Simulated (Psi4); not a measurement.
Pair of molecules, SMILES C=O with SMILES CC#N (the first has 4 atoms); geometry from B3LYP-D3(BJ)/def2-TZVP, rigid monomers moved along the line of their centres of mass till O2···H10 is 4.33 Å.
(charge 0, multiplicity 1):
```xyz
10

C     -0.4693    -0.4553     0.1650
O      0.6649    -0.0557     0.1357
H     -0.7102    -1.5294     0.2560
H     -1.3338     0.2294     0.1021
C      1.1621     0.5643     5.3223
C     -0.2026     0.0764     5.2370
N     -1.2794    -0.3122     5.1268
H      1.1824     1.5518     5.7834
H      1.7708    -0.1175     5.9164
H      1.5757     0.6296     4.3143
```

Computed with SAPT0/jun-cc-pV(D+d)Z run with Psi4 1.11.

Question: Which attractive term is largest, and how does the interaction split up?

Answer: electrostatics -5.2, exchange 0.0, induction -0.2, dispersion -0.5, total -5.9 kJ/mol; the largest attraction is electrostatics.
